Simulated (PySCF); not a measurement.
An equivalent PySCF input for S⁺ (sulfur, charge +1), [Ne] 3s2 3p3, high-spin 4S determinant, with the spin-free X2C one-electron Hamiltonian (Gaussian nucleus):

```python
from pyscf import gto, scf, dft, mp, cc
import basis_set_exchange as bse
mol = gto.M(atom="S 0 0 0", charge=1, spin=3, symmetry="D2h",
            basis=gto.basis.parse(bse.get_basis("dyall-av3z", elements=["S"], fmt="nwchem")),
            nucmod="G")
mf = dft.UKS(mol, xc="B3LYP").sfx2c1e()
mf.irrep_nelec = {'Ag': (3, 3), 'B1u': (2, 1), 'B2u': (2, 1), 'B3u': (2, 1)}
mf.kernel()
```

It reaches the same state as the run whose output follows, with an energy that differs only through the grid. The run itself started from symmetry-adapted Hartree-Fock orbitals and held the occupation by maximum overlap, on a logarithmic radial grid, so the iterations belong to that start.

```
SCF conv_tol = 1e-09
number electrons alpha = 9  beta = 6
XC functionals = B3LYP
    P. J. Stephens, F. J. Devlin, C. F. Chabalowski, and M. J. Frisch.,  J. Phys. Chem. 98, 11623 (1994)
cycle= 1 E= -398.852212079999  delta_E= -0.00791  |g|= 0.0111  |ddm|= 0.0889
cycle= 2 E= -398.852244174916  delta_E= -3.21e-05  |g|= 0.00358  |ddm|= 0.0139
cycle= 3 E= -398.85224751683  delta_E= -3.34e-06  |g|= 0.00116  |ddm|= 0.00336
cycle= 4 E= -398.852247641652  delta_E= -1.25e-07  |g|= 7.44e-05  |ddm|= 0.0003
cycle= 5 E= -398.852247644297  delta_E= -2.65e-09  |g|= 4.06e-06  |ddm|= 8.86e-05
cycle= 6 E= -398.8522476443  delta_E= -2.84e-12  |g|= 8.37e-08  |ddm|= 3.66e-06
converged SCF energy = -398.8522476443  <S^2> = 3.7505807  2S+1 = 4.0002904
```
